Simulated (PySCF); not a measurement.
## Dipole response of Sc⁺ (scandium, charge +1)

[Ar] 3d1 4s1, high-spin 3D determinant. Computed with PySCF 2.14 in aug-cc-pwCVTZ-DK with one added diffuse shell each of s, p, d, f, g type (11s10p8d5f4g, 152 functions), with scalar relativity by spin-free X2C-1e. Coupled (time-dependent) response in atomic units; α is the mean over directions.

| method | mean α (bohr³) | α xx, yy, zz | C₆ (like pair) | S(−4) |
| --- | --- | --- | --- | --- |
| PBE | 58.83 | 58.02, 58.02, 60.43 | 398.8 | 3008 |

S(−4) is the Cauchy moment in α(ω) = α(0) + S(−4) ω² + …

α(iu) at PBE:

| u (hartree) | α(iu) (bohr³) |
| --- | --- |
| 0 | 58.83 |
| 0.0500 | 52.22 |
| 0.100 | 39.47 |
| 0.200 | 21.21 |
| 0.300 | 13.06 |
| 0.500 | 6.980 |
| 0.750 | 4.364 |
| 1.00 | 3.146 |
| 1.50 | 1.935 |
| 2.00 | 1.321 |
| 3.00 | 0.7276 |
| 5.00 | 0.3201 |

For an ion, C₆ is the dispersion term alone; charge-induced terms of lower order in 1/R come first.

The components differ because the open shell of this determinant is not spherical; for a pure term their mean is the scalar polarisability.
